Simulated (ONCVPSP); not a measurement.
**scandium: ONCV pseudisation with LDA (Perdew-Wang 92), scalar-relativistic reference atom.**

ONCVPSP 4.0.1 input, shortened (lines: element, Z, core and valence counts, functional; n l f; lmax; l rc ep ncon nbas qcut; lloc lpopt rc5 dvloc0; l nproj debl; icmod fcfact rcfact), LDA (Perdew-Wang 92), scalar-relativistic:

```
  Sc 21.00    3    2  -001012      upf
    1    0    2.00
    2    0    2.00
    2    1    6.00
    3    0    2.00
    3    1    6.00
    2
    0    1.75    0.00    5    9    5.20
    1    1.45    0.00    4    8   11.50
    2    1.80    0.14    5    9    6.10
    4    2    1.30    0.00
    0    2    3.60
    1    3    2.10
    2    2    1.50
    3    2.00    1.10
```

In the s channel the program set the typed energies aside and used -3.168, 0.050 Ha. In the p channel the program set the typed energies aside and used -2.375, 0.250, 2.350 Ha. In the d channel the program set the typed energies aside and used -1.196, 0.304 Ha.

All-electron outer shells of the reference configuration (LDA (PZ), scalar-relativistic, ld1.x):

| shell | level (eV) | outermost node (bohr) | outermost maximum (bohr) |
| --- | --- | --- | --- |
| 3p | -64.63 | 0.39 | 0.96 |

Task: Does the generator finish with these settings?

Result: Yes, a potential is produced and its reference levels are reproduced.

Task: Estimate the cutoffs (Ha) at which the residual kinetic energy of the hardest occupied pseudo-wave falls to 1 and 0.1 mHa per electron.

Result: 17 Ha and 63 Ha. The cutoffs count occupied waves only; projector 1 of the d channel, the hardest unoccupied one, needs 79 Ha at the loose tolerance.

Task: Does the potential have ghost states?

Result: No bound ghost flagged; no localised positive-energy state flagged.

Its largest configuration-test error is +111 meV (3s2 3p6 3d1). 1 of 4 tests not solved or not reliable.
